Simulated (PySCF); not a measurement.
## Nonlinear optical response: `O=C[c-]1cccc1`, [C6H5O]-, charge -1

Molfile (atoms numbered from 1):
```
C6H5O
     RDKit          3D

 12 12  0  0  0  0  0  0  0  0999 V2000
   -2.8842    1.2171    0.3110 O   0  0  0  0  0  0  0  0  0  0  0  0
   -2.1520    0.3320   -0.1257 C   0  0  0  0  0  0  0  0  0  0  0  0
   -0.7287    0.2388   -0.0848 C   0  0  0  0  0  0  0  0  0  0  0  0
    0.1945    1.1695    0.4837 C   0  0  0  0  0  0  0  0  0  0  0  0
    1.4789    0.6720    0.2930 C   0  0  0  0  0  0  0  0  0  0  0  0
    1.3836   -0.5774   -0.3978 C   0  0  0  0  0  0  0  0  0  0  0  0
    0.0379   -0.8406   -0.6277 C   0  0  0  0  0  0  0  0  0  0  0  0
   -2.6261   -0.5582   -0.6427 H   0  0  0  0  0  0  0  0  0  0  0  0
   -0.0908    2.1008    0.9762 H   0  0  0  0  0  0  0  0  0  0  0  0
    2.4096    1.1499    0.6147 H   0  0  0  0  0  0  0  0  0  0  0  0
    2.2261   -1.2107   -0.6912 H   0  0  0  0  0  0  0  0  0  0  0  0
   -0.3823   -1.7147   -1.1338 H   0  0  0  0  0  0  0  0  0  0  0  0
  1  2  2  0
  2  3  1  0
  3  4  1  0
  4  5  2  0
  5  6  1  0
  6  7  2  0
  7  3  1  0
  2  8  1  0
  4  9  1  0
  5 10  1  0
  6 11  1  0
  7 12  1  0
M  CHG  1   3  -1
M  END
```

Level of theory: quadratic response B3LYP/def2-SVPD first hyperpolarisability, Taylor convention, gas phase in PySCF 2.14.0. Geometry: PBE0-D3(BJ)/def2-SVP.

For a gas-phase anion, states above the detachment energy (about 0.9 eV, taken as minus the energy of the highest occupied orbital) lie in the continuum and depend on the basis.

(1) What is the first hyperpolarisability, and how does it disperse?

(2) Which lowest excitations and polarisabilities go with it?

Answers

(1) In au, Taylor convention; the vector part is βᵢ = ⅓ Σⱼ (βᵢⱼⱼ + βⱼᵢⱼ + βⱼⱼᵢ):
| process | λ (nm) | β vector norm | β HRS | depolarisation ratio |
| --- | --- | --- | --- | --- |
| static β(0;0,0) | ∞ | 256.4 | 137.6 | 2.83 |
| second harmonic β(−2ω;ω,ω) | 1550 | 305.9 | 162.7 | 2.91 |
| Pockels β(−ω;ω,0) | 1550 | 271.2 | – | – |
| second harmonic β(−2ω;ω,ω) | 1064 | 385.8 | 202.0 | 3.03 |
| Pockels β(−ω;ω,0) | 1064 | 289.7 | – | – |
| second harmonic β(−2ω;ω,ω) | 694.3 | 910.9 | 440.1 | 3.71 |
| Pockels β(−ω;ω,0) | 694.3 | 348.7 | – | – |

(2) S1 4.10 eV (f = 0.019); S2 4.37 eV (f = 0.000); S3 4.50 eV (f = 0.003); isotropic α 90.6 au static, 91.5 au at 1550 nm, 92.5 au at 1064 nm, 94.3 au at 775 nm, 95.4 au at 694.3 nm, 99.5 au at 532 nm, 123.3 au at 347.1 nm.
